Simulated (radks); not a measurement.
The numbers below are computed, except where a source is named.
Valence configurations of Sn IV (all share [Kr]). Level of theory: non-relativistic Kohn-Sham, PBE, spin-polarised, spherical densities, point nucleus; open shells are filled with parallel spins first (spin-orbit coupling, left out, can overturn this in heavy ions); relativity is left out, which matters for an element this heavy (a radial shooting solver on a logarithmic mesh with Libxc functionals). Energies are relative to 4d10 5s1; eigenvalues in eV for spin up.

| valence | E (eV) | moment (Bohr magnetons) | e(4d) | e(5p) | e(5s) |
|---|---|---|---|---|---|
| 4d10 5s1 | 0.000 | 1 | -56.207 | - | -35.096 |
| 4d10 5s0.5 5p0.5 | 4.034 | 1 | -56.758 | -27.342 | -35.422 |
| 4d10 5p1 | 8.080 | 1 | -57.303 | -27.647 | - |
| 4d9.5 5s1.5 | 11.310 | 1 | -59.162 | - | -35.981 |
| 4d9.5 5s1 5p0.5 | 14.859 | 2 | -59.788 | -28.437 | -36.776 |
| 4d9 5s2 | 23.306 | 1 | -62.146 | - | -36.850 |
| 4d9 5s1 5p1 | 30.556 | 3 | -63.347 | -29.762 | -38.374 |
| 4d9 5s0.5 5p1.5 | 34.866 | 3 | -63.864 | -30.045 | -38.673 |
| 4d9 5p2 | 39.184 | 3 | -64.377 | -30.324 | - |
| 4d8 5s1 5p2 | 64.529 | 5 | -70.414 | -32.208 | -41.351 |

NIST lists [Kr] 4d10 5s1 as the ground configuration; this level of theory agrees among the configurations tried. The energies are those of spherical high-spin densities, not of single terms. Relativity is left out, which favours d and f over s occupation in heavy atoms.
